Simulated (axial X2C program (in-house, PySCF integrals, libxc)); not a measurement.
# Nb₂ along the bond: PBE0, scalar-relativistic

All values were computed with an axial X2C code built on PySCF integrals. Spin-free means the one-electron spin-free X2C Hamiltonian. Basis: Nb dyall-cv3z [11s12p9d5f3g] (cores contracted in-house); Gaussian nuclei, density fitting, unrestricted open shells. Masses: Nb 92.906 u.

State: M_S = 1, Λ = 0 (beyond evenly filled blocks: δ+α, δ-α).

Results along the bond:

```
R (Å)  HOMO (eV)  LUMO (eV)   ⟨S²⟩
1.770      -3.95      -2.97  2.006
1.852      -4.09      -2.63  2.006
1.913      -4.20      -2.41  2.006
1.974      -4.31      -2.23  2.006
2.035      -4.42      -2.08  2.006
2.106      -4.52      -2.03  2.006
2.178      -4.58      -2.09  2.006
2.269      -4.46      -2.18  2.005
2.381      -4.25      -2.29  2.005
2.544      -3.99      -2.44  2.004
```

One determinant describes the state; a PBE0 search over occupations chose it and may have missed a lower one. Other states lie close and PBE0, whose exact exchange favours high spin, may order them wrongly; the determinant shown need not be the ground state. The nearest other spin-free determinant of the search, M_S = 0, Λ = 0, lies 0.39 eV up at the distance of the search. Some points did not converge and are left out.
